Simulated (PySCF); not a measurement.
## Polarisability and C₆ of Be (beryllium, neutral)

[He] 2s2, closed-shell 1S. All numbers are calculated (PySCF 2.14, no relativity, point nucleus, in dyall-av2z). Coupled (time-dependent) response in atomic units; α is the mean over directions. A double-zeta set is small for polarisabilities.

```tsv
method	mean α (bohr³)	C₆ (like pair)	S(−4)
UHF	45.70	283.7	1436
PBE	42.96	258.0	1279
PBE0	43.11	259.9	1281
B97-3	42.86	256.4	1280
wB97X-V	43.47	263.4	1298
```

S(−4) is the Cauchy moment in α(ω) = α(0) + S(−4) ω² + …

Reference α: 37.74 ± 0.03 bohr³ (recommended; Schwerdtfeger and Nagle, table of static dipole polarizabilities (2023 update)). Published C₆: 227.0 (Chu and Dalgarno (2004); Tang, Norbeck and Certain (1976)).

Hartree-Fock lies above the reference because it lacks correlation, which contracts the outer shell.

α(iu) at PBE:

| u (hartree) | α(iu) (bohr³) |
| --- | --- |
| 0 | 42.96 |
| 0.0500 | 39.98 |
| 0.100 | 33.15 |
| 0.200 | 19.85 |
| 0.300 | 12.06 |
| 0.500 | 5.507 |
| 0.750 | 2.767 |
| 1.00 | 1.672 |
| 1.50 | 0.8180 |
| 2.00 | 0.4953 |
| 3.00 | 0.2480 |
| 5.00 | 0.1058 |

A single London oscillator, α(iu) = α/(1 + u²/ω²), gives C₆ = (3/4) ω α². Matching the computed C₆ needs ω = 4 × 258.0 / (3 × 42.96²) = 0.186 hartree.
